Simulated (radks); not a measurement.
Results of a calculation; reference values are marked as such.
Q: Species: the neon ion Ne5+. Configuration: [He] 2s2 2p1 (the NIST ground configuration). Code: a radial shooting solver on a logarithmic mesh with Libxc functionals. Model: Dirac Kohn-Sham, PBE, spin-unpolarised, spherical densities, finite nucleus; open shells fill j = l - 1/2 first; Fermi nuclear charge, rms radius 3.0055 fm. Some entries of the table are withheld. Estimate them.

orbital  occ.  eigenvalue (hartree)  <1/r> (bohr^-1)  <r^2> (bohr^2)
1s1/2       2             -36.56082            9.651         0.03334
2s1/2       2                   (1)            1.995          0.6347
2p1/2       1              -5.16641              (2)             (3)
2p3/2       0              -5.15908              (4)             (5)
3s1/2       0              -2.07510              (6)           4.017

A: 
(1) 2s1/2 eigenvalue (hartree): -5.90825
(2) 2p1/2 <1/r> (bohr^-1): 1.919
(3) 2p1/2 <r^2> (bohr^2): 0.5430
(4) 2p3/2 <1/r> (bohr^-1): 1.915
(5) 2p3/2 <r^2> (bohr^2): 0.5446
(6) 3s1/2 <1/r> (bohr^-1): 0.7673
